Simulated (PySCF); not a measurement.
C6H16BFO.
Numbering: `[BH3-:1][O+:2]([CH3:3])[C@@H:4]([CH3:5])[CH2:6][CH2:7][CH2:8][F:9]` (hydrogens: H10, H11, H12 on B1; H13, H14, H15 on C3; H16 on C4; H17, H18, H19 on C5; H20, H21 on C6; H22, H23 on C7; H24, H25 on C8)

Method: PBE0-D3(BJ)/def2-SVP geometry optimisation, gas phase (PySCF 2.14.0).

Entries marked ? are missing. Bonds in one row agree within 0.01 Å.

```
            coordinate    value
                 B1–O2        ?
                 O2–C3  1.419 Å
                 O2–C4  1.454 Å
                 C4–C5        ?
                 C4–C6  1.517 Å
                 C6–C7        ?
                 C7–C8  1.511 Å
                 C8–F9        ?
B1–H10, B1–H11, B1–H12  1.221 Å
C3–H13, C3–H14, C3–H15  1.099 Å
                C4–H16  1.103 Å
C5–H17, C5–H18, C5–H19  1.099 Å
                C6–H20  1.101 Å
                C6–H21  1.103 Å
                C7–H22  1.101 Å
                C7–H23  1.104 Å
                C8–H24  1.105 Å
                C8–H25  1.104 Å
              B1–O2–C3   112.8°
              B1–O2–C4        ?
              C3–O2–C4   115.1°
              O2–C4–C5        ?
              O2–C4–C6   108.7°
              C5–C4–C6   113.7°
              C4–C6–C7        ?
              C6–C7–C8   112.2°
              C7–C8–F9   110.3°
```

**Question.** Estimate the withheld lengths and angles.

**Answer.** 
- B1–O2 = 1.637 Å, drawn single (ends: four-coordinate boron; oxygen bonded to B and 2 C); 0.14 Å above the sum of covalent radii, 1.50 Å.
- C4–C5 = 1.513 Å, drawn single (sp3 carbon bound to oxygen to methyl carbon); 0.01 Å below the sum of covalent radii, 1.52 Å.
- C6–C7 = 1.520 Å, drawn single (both ends chain CH2 carbon); equal to the sum of covalent radii, 1.52 Å.
- C8–F9 = 1.372 Å, drawn single (sp3 C–F carbon to alkyl fluorine); 0.04 Å above the sum of covalent radii, 1.33 Å.
- B1–O2–C4 = 120.1°, at the oxygen bonded to B and 2 C; the outer atoms are 2.680 Å apart.
- O2–C4–C5 = 111.4°, at the sp3 carbon bound to oxygen; the outer atoms are 2.451 Å apart.
- C4–C6–C7 = 113.7°, at the chain CH2 carbon; the outer atoms are 2.542 Å apart.

Radii are Cordero's, carbon taken as 0.76, 0.73 or 0.69 Å for four, three, and two or fewer neighbours.

Stationary, but not proved a minimum. The numbers are those of one conformer (B1–O2–C4–C5 -54°, O2–C4–C6–C7 54°, C4–C6–C7–C8 179°, C6–C7–C8–F9 -179°).

The run took about 2.8 min of CPU time (one thread, shared machine). That covers the optimisation of the geometry.
